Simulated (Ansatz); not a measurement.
C₂H₇BrSi (`CC([SiH3])Br`). Total charge 0; spin multiplicity 1. The structure was optimised at the PBE0-D4/def2-TZVP level.

```xyz
11

C    -0.297    0.322    1.362
C     0.413   -0.433    0.260
Si    0.055    0.197   -1.482
Br   -0.117   -2.325    0.281
H    -1.379    0.314    1.217
H     0.038    1.364    1.365
H    -0.083   -0.107    2.343
H     1.489   -0.460    0.438
H     0.475    1.625   -1.567
H    -1.403    0.102   -1.738
H     0.811   -0.598   -2.480
```

Q: What is the dipole moment at ωB97M-V/def2-TZVPP? (Best estimate.)

A: Computed: 1.82 D, with components (0.51, 1.67, 0.51) D in this frame, pointing from negative to positive charge.

Q: And with PBE, r2SCAN, B3LYP? (An estimate is asked.)

A: Ansatz gave: PBE 1.75 D, r2SCAN 1.88 D, B3LYP 1.83 D.

Q: Give the Mulliken charges with ωB97M-V, PBE, B3LYP in def2-TZVPP. (An estimate is asked.)

A: Ansatz gave: 
```json
{"atom": "C1", "ωB97M-V": "-0.31", "PBE": "-0.25", "B3LYP": "-0.26"}
{"atom": "C2", "ωB97M-V": "-0.19", "PBE": "-0.07", "B3LYP": "-0.09"}
{"atom": "Si3", "ωB97M-V": "0.16", "PBE": "0.19", "B3LYP": "0.26"}
{"atom": "Br4", "ωB97M-V": "-0.12", "PBE": "-0.14", "B3LYP": "-0.15"}
{"atom": "H5", "ωB97M-V": "0.13", "PBE": "0.10", "B3LYP": "0.10"}
{"atom": "H6", "ωB97M-V": "0.11", "PBE": "0.09", "B3LYP": "0.09"}
{"atom": "H7", "ωB97M-V": "0.12", "PBE": "0.10", "B3LYP": "0.10"}
{"atom": "H8", "ωB97M-V": "0.15", "PBE": "0.12", "B3LYP": "0.12"}
{"atom": "H9", "ωB97M-V": "-0.03", "PBE": "-0.06", "B3LYP": "-0.07"}
{"atom": "H10", "ωB97M-V": "-0.01", "PBE": "-0.04", "B3LYP": "-0.05"}
{"atom": "H11", "ωB97M-V": "-0.01", "PBE": "-0.04", "B3LYP": "-0.05"}
```

B3LYP here is the variant with VWN-RPA as its local correlation; programs differ in this.
